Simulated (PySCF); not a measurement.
Si(Cl)(I)2(Me), CH₃ClI₂Si, SMILES C[Si](Cl)(I)I at its CAM-B3LYP/def2-SVP optimised geometry (Å):

```
8

C     -1.5319    -1.8438     1.5122
Si    -0.8942    -0.9760     0.0000
Cl    -1.5550     0.9760     0.0000
I     -1.7242    -2.0855    -2.0195
I      1.5550    -0.9760     0.0000
H     -1.1701    -1.3299     2.4149
H     -1.1850    -2.8868     1.5304
H     -2.6319    -1.8321     1.5103
```

Calculation: CAM-B3LYP/def2-TZVP, def2 effective core potentials past Kr in PySCF 2.14.0. The core electrons that the potentials of I replace are not part of the density. Cells within 0.4 Å of a nucleus heavier than hydrogen are left out (blank, or x).

Map of the electron localisation function on the plane z = 0.0 Å:

```
|000000000000000000000000000|
|000000000000000000000000000|
|000000000000000000000000000|
|000000000000000000000000000|
|000000112221000000000000000|
|000012345554210000000000000|
|000135678887520000000000000|
|001367889998730000000000000|
|002579974899740000111000000|
|0147898xx199730002444310000|
|0147997xxx79720025776531000|
|01478991x188510157888753100|
|002578987997311478999874200|
|001246789986335776678875200|
|000012467200367742324775310|
|0000001203x5089527x83576310|
|000000110xxx08943xxx4476310|
|0000001206xx089528xx3476310|
|000000132010178633533775310|
|000000124321256764457875200|
|000000012221124688899875200|
|000000000110002578998863100|
|000000000000000367887642000|
|000000000000000135665420000|
|000000000000000012332100000|
|000000000000000000000000000|
|000000000000000000000000000|
```
Scale: ten equal steps from 0.000 (start of '0') to 0.904 (end of '9'), in the order '0123456789'; x runs from -4.00 to 4.00, y from -4.00 (bottom) to 4.00 (top).
